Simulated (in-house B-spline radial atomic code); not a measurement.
Inner levels of oxygen as electrons are removed. A shift is the extra binding of the orbital against the neutral atom ([He] 2s2 2p1/2(2) 2p3/2(2)). The density at the nucleus is averaged over the nuclear charge. Computed with an all-electron radial atomic-structure program (B-spline basis): Dirac-Hartree-Fock, jj configuration that fills j = l - 1/2 first, finite nuclei.

A number in brackets counts the electrons of a j subshell.

```
ion               configuration  shift of 1s1/2 (eV)  radius of 1s1/2 (bohr)  Σ<r²> (bohr²)  change of density at nucleus (bohr⁻³)
  O  [He] 2s2 2p1/2(2) 2p3/2(2)                    0                 0.19837         11.272                                      -
 O+  [He] 2s2 2p1/2(2) 2p3/2(1)               19.101                 0.19825         7.5026                                 1.6035
O2+           [He] 2s2 2p1/2(2)               43.447                 0.19799         5.0935                                  3.799
O3+           [He] 2s2 2p1/2(1)                    ?                       ?              ?                                      ?
O4+                    [He] 2s2                    ?                       ?              ?                                      ?
O5+                    [He] 2s1                140.1                 0.19693         1.0351                              -0.098775
O6+                         1s2               176.57                 0.19655         0.1037                                 -12.48
O7+                         1s1               308.25                 0.18729       0.046782                                -152.54
```

Q: Fill in the row of O3+.

A: shift of 1s1/2 (eV): 72.457; radius of 1s1/2 (bohr): 0.19758; Σ<r²> (bohr²): 3.3846; change of density at nucleus (bohr⁻³): 6.516.

Q: Fill in the row of O4+.

A: shift of 1s1/2 (eV): 106.43; radius of 1s1/2 (bohr): 0.19699; Σ<r²> (bohr²): 2.153; change of density at nucleus (bohr⁻³): 9.8282.
